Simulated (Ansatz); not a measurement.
C4H10GaN (SMILES C=[CH][GaH][N](C)C), singlet, at a GFN2-xTB geometry (such geometries of metal compounds can be far from the true shape), with bond 14-10 at 1.8 times its length; SC-NEVPT2/STO-3G, CASSCF(4,4) (Ansatz, a program for electronic structure).

Here is a job for Ansatz.
Ansatz 0.2 input:
```yaml
crystal:
  periodic: [false, false, false]
  atoms:
    - {symbol: Ga, position_ang: [-0.05690554, -0.54289391, 0.03309668]}
    - {symbol: H, position_ang: [-0.14069953, -1.81999596, 0.93962527]}
    - {symbol: C, position_ang: [-0.19040542, -0.66083049, -1.96456126]}
    - {symbol: C, position_ang: [-0.35343980, -1.86702467, -2.49680267]}
    - {symbol: H, position_ang: [-0.13553299, 0.20869331, -2.61784523]}
    - {symbol: H, position_ang: [-0.43694801, -2.04366888, -3.56166911]}
    - {symbol: H, position_ang: [-0.41112230, -2.74921098, -1.86728739]}
    - {symbol: N, position_ang: [0.16928071, 1.01487570, 0.97917521]}
    - {symbol: C, position_ang: [0.27672302, 2.33374055, 0.38903463]}
    - {symbol: C, position_ang: [0.25828419, 1.02932970, 2.42623887]}
    - {symbol: H, position_ang: [-0.52486892, 2.99639628, 0.74119301]}
    - {symbol: H, position_ang: [1.23748907, 2.80517612, 0.63470695]}
    - {symbol: H, position_ang: [0.20134261, 2.24453420, -0.69833036]}
    - {symbol: H, position_ang: [1.98705927, 1.76878460, 3.03365467]}
    - {symbol: H, position_ang: [-0.54501627, 1.63150713, 2.87026111]}
    - {symbol: H, position_ang: [0.16877625, 0.00072166, 2.79197275]}
basis:
  gaussian:
    orbitals: STO-3G
magnetization: {spin_polarized: false}
correlation: {method: sc_nevpt2, electrons: all, active_space: {window: {electrons: 4, orbitals: 4}}}
```

**Question.** What does Ansatz print? Leave out banner, timings and long lists.

**Answer.** 
```
Functional definition: HF
672 factors; integrals over basis functions are off by at most 1.0e-4 eV
mean field evaluation 1: about -57408.6223 eV, gradient 2.1e1 eV
mean field evaluation 2: about -57408.8670 eV, gradient 2.1e1 eV
mean field evaluation 4: about -57411.3138 eV, gradient 2.7e0 eV
mean field evaluation 8: about -57411.3565 eV, gradient 1.7e-1 eV
mean field -57411.35743482 eV, -2109.8284709140 hartree, gradient 2.4e-6 eV, S^2 0.000000; 0 other end points of the search recorded, 0 dependent functions left out; unrestricted orbitals would lower it
reference -57411.35743482 eV, -2109.8284709140 hartree; 36, 36 occupied and 17, 17 virtual orbitals, 672 factors
state -57414.77111437 eV, -2109.9539213235 hartree
state -57414.77111437 eV, -2109.9539213235 hartree; corrected -57422.74685866 eV, -2110.2470245201 hartree
Total energy: -57422.74685866 eV, -2110.2470245201 hartree
```
